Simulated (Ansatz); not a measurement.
Ansatz results at the PBE0-D4/def2-TZVP geometry: LUMO energy (B3LYP/def2-TZVPP) -0.63 eV; ideal-gas entropy at 298 K and 1 bar (rigid rotor, harmonic PBE0-D4/def2-TZVP) 301 J/(mol·K); LUMO energy (PBE0/def2-TZVPP) -0.36 eV.

Each molecule was computed in one conformer, which needn't be the lowest.

**Question.** Which molecule gave them?
A. `FB(F)N[SiH3]`
B. `FC#C[SeH]`
C. `N=C[SiH2]N`
D. `O=C[S][GaH2]`

**Answer.** B. The others give `O=C[S][GaH2]`: -2.28, 330, -2.02; `N=C[SiH2]N`: -0.99, 327, -0.74; `FB(F)N[SiH3]`: -0.25, 340, 0.02.

B3LYP here is the variant with VWN-RPA as its local correlation; programs differ in this.
